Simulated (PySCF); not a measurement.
A structure optimised at PBE-D3(BJ)/def2-TZVP, used in a PySCF frequency run:

```
B
N 1 1.3265
H 2 1.0072 1 161.97
H 1 1.2137 2 122.75 3 180.00
H 1 1.2230 4 117.74 2 180.00
```
Charge 0, spin multiplicity 2.

Write its SMILES, formula and point group.

B[NH], BH₃N, Cs

What are its rotational constants (standard atomic weights)?

222.76, 29.894, 26.357 GHz
